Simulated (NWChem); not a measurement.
System: Sb, quartet

The following NWChem deck was run.

```
start job
memory heap 200 mb stack 900 mb global 1100 mb
geometry units angstroms noautoz
  Sb     0.000000     0.000000     0.000000
end
basis spherical
  * library def2-tzvpd
end
ecp
  Sb library def2-ecp
end
dft
  odft
  mult 4
  xc xpbe96 cpbe96
  iterations 150
  mulliken
end
task dft gradient
```

Excerpt of the output:

```
             Northwest Computational Chemistry Package (NWChem) 7.3.0
             --------------------------------------------------------

                             Geometry "geometry" -> ""
                             -------------------------

 Output coordinates in angstroms (scale by  1.889725989 to convert to a.u.)

  No.       Tag          Charge          X              Y              Z
 ---- ---------------- ---------- -------------- -------------- --------------
    1 Sb                  51.0000     0.00000000     0.00000000     0.00000000

 Effective nuclear repulsion energy (a.u.)       0.0000000000

 Summary of "ao basis" -> "ao basis" (spherical)
 ------------------------------------------------------------------------------
       Tag                 Description            Shells   Functions and Types
 ---------------- ------------------------------  ------  ---------------------
 Sb                        def2-tzvpd               18       56   7s5p4d2f

            General Information
            -------------------
          SCF calculation type: DFT
          Wavefunction type:  spin polarized.
          No. of atoms     :     1
          No. of electrons :    23
           Alpha electrons :    13
            Beta electrons :    10
          Charge           :     0
          Spin multiplicity:     4
          Use of symmetry is: off; symmetry adaption is: off
          Maximum number of iterations: 150
          AO basis - number of functions:    56
                     number of shells:    18
          Convergence on energy requested:  1.00D-06
          Convergence on density requested:  1.00D-05
          Convergence on gradient requested:  5.00D-04

              XC Information
              --------------
          PerdewBurkeErnzerhof Exchange Functional  1.000
            Perdew 1991 LDA Correlation Functional  1.000 local
           PerdewBurkeErnz. Correlation Functional  1.000 non-local

             Grid Information
             ----------------
          Grid used for XC integration:  medium
          Radial quadrature: Mura-Knowles
          Angular quadrature: Lebedev.
          Tag              B.-S. Rad. Rad. Pts. Rad. Cut. Ang. Pts.
          ---              ---------- --------- --------- ---------
          Sb                  1.45      123           8.0       590
          Grid pruning is: on
          Number of quadrature shells:   123
          Spatial weights used:  Erf1

      Superposition of Atomic Density Guess
      -------------------------------------

 Sum of atomic energies:        -277.63461845

      Non-variational initial energy
      ------------------------------

 Total energy =    -238.993069
 1-e energy   =    -419.422416
 2-e energy   =     180.429347
 HOMO         =      -0.150201
 LUMO         =      -0.150201

     ---------------------------------------------
      Total Density - Mulliken Population Analysis
     ---------------------------------------------

    Atom       Charge   Shell Charges
 -----------   ------   -------------------------------------------------------
    1 Sb  23    23.00   0.16 -0.66  1.57  0.93  1.12  0.87  0.01 -0.46  6.42  0.69  1.35  1.00  9.04  0.94  0.03 -0.00  0.00  0.00

     --------------------------------------------
      Spin Density - Mulliken Population Analysis
     --------------------------------------------

    Atom       Charge   Shell Charges
 -----------   ------   -------------------------------------------------------
    1 Sb  23     3.00   0.00  0.00 -0.00 -0.00 -0.00 -0.00 -0.00 -0.02  0.03  0.64  1.35  1.00  0.00 -0.00 -0.00 -0.00  0.00  0.00

   convergence    iter        energy       DeltaE   RMS-Dens  Diis-err
 ---------------- ----- ----------------- --------- --------- ---------
 d= 0,ls=0.0,diis     1   -240.1878658330 -2.40D+02  9.37D-03  3.74D-02
                                                     8.40D-03  2.64D-02
 d= 0,ls=0.0,diis     2   -240.2052856402 -1.74D-02  3.25D-03  3.33D-03
                                                     2.79D-03  1.07D-03
 d= 0,ls=0.0,diis     3   -240.2070852804 -1.80D-03  7.23D-04  1.38D-03
                                                     6.38D-04  1.12D-03
 d= 0,ls=0.0,diis     4   -240.2075161679 -4.31D-04  1.13D-04  8.05D-06
                                                     8.16D-05  3.92D-06
 d= 0,ls=0.0,diis     5   -240.2075203367 -4.17D-06  1.53D-06  1.06D-08
                                                     1.82D-06  1.23D-09
 d= 0,ls=0.0,diis     6   -240.2075203387 -1.97D-09  9.07D-08  1.58D-12
                                                     9.88D-08  5.75D-12

         Total DFT energy =     -240.207520338716
      One electron energy =     -419.654232862961
           Coulomb energy =      198.797039563787
    Exchange-Corr. energy =      -19.350327039541
 Nuclear repulsion energy =        0.000000000000

 Numeric. integr. density =       22.999999998942

                    DFT Final Alpha Molecular Orbital Analysis
                    ------------------------------------------

 Vector   11  Occ=1.000000D+00  E=-2.002631D-01
              MO Center= -3.5D-14,  1.5D-14, -2.1D-14, r^2= 2.7D+00
   Bfn.  Coefficient  Atom+Function         Bfn.  Coefficient  Atom+Function
  ----- ------------  ---------------      ----- ------------  ---------------
    18      0.365705  1 Sb py                19     -0.289552  1 Sb pz
    17     -0.279232  1 Sb px                12     -0.269971  1 Sb py
    15      0.245969  1 Sb py                13      0.213753  1 Sb pz
    11      0.206135  1 Sb px                16     -0.194750  1 Sb pz
    14     -0.187808  1 Sb px                21      0.180743  1 Sb py

[...]

                         DFT ENERGY GRADIENTS

    atom               coordinates                        gradient
                 x          y          z           x          y          z
   1 Sb      0.000000   0.000000   0.000000   -0.000000   0.000000  -0.000000
```

Level: PBE/def2-TZVPD with def2 effective core potentials on Sb, spin-unrestricted. No stability test was run on the SCF state. def2 effective core potentials on Sb; no spin-orbit coupling.
